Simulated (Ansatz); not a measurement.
Z-matrix (Å, degrees):
```
Ge
Se 1 2.348
Cl 1 2.149 2 104.6
H 1 1.534 2 112.1 3 -116.2
H 1 1.534 2 112.2 3 116.2
H 2 1.471 1 91.7 3 179.5
```

Charge 0, multiplicity 1.

Q: List the PBE0/def2-TZVPP orbital energies in eV (Ansatz 0.2.0). (An estimate is asked.)

A: The calculation gave: Occupied: -12361.86, -10861.35, -2767.38, -1584.66, -1421.69, -1421.67, -1421.61, -1359.56, -1209.40, -1209.37, -1209.35, -259.22, -215.08, -197.51, -197.36, -197.35, -172.30, -158.66, -158.58, -158.38, -122.16, -122.08, -122.01, -58.68, -58.66, -58.49, -58.43, -58.39, -34.99, -34.94, -34.88, -34.84, -34.81, -22.97, -19.95, -15.51, -11.57, -10.98, -10.68, -9.83, -9.00, -8.76, -7.29. Lowest empty: -0.76, -0.37, 0.13, 0.91, 1.59, 4.11, 4.27, 4.54.
